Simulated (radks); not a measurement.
The erbium ion Er33+, 35 electrons, occupied as [Ar] 3d10 4s2 4p5. All-electron calculation, non-relativistic Kohn-Sham, PBE, spin-polarised, spherical densities, point nucleus; open shells are filled with parallel spins first (spin-orbit coupling, left out, can overturn this in heavy ions); relativity is left out, which matters for an element this heavy. Program: a radial shooting solver on a logarithmic mesh with Libxc functionals.

Unscreened Slater integrals over Kohn-Sham orbitals (eV). They are taken over the spin-up orbitals.

\begin{tabular}{lr}
integral & value \\ \hline
F0(4p,4p) & 50.762 \\
F2(4p,4p) & 26.612 \\
F0(4p,4s) & 50.654 \\
G1(4p,4s) & 34.265 \\
F0(4p,3d) & 64.558 \\
F2(4p,3d) & 18.134 \\
G1(4p,3d) & 5.8909 \\
G3(4p,3d) & 5.9192 \\
F0(4s,4s) & 50.575 \\
F0(4s,3d) & 64.029 \\
G2(4s,3d) & 5.6501 \\
F0(3d,3d) & 122.44 \\
F2(3d,3d) & 62.669 \\
F4(3d,3d) & 40.380 \\
\end{tabular}

Derived for the open shells (J is the average intra-shell exchange parameter used in DFT+U). 4p: J = F2/5 = 5.322 eV.
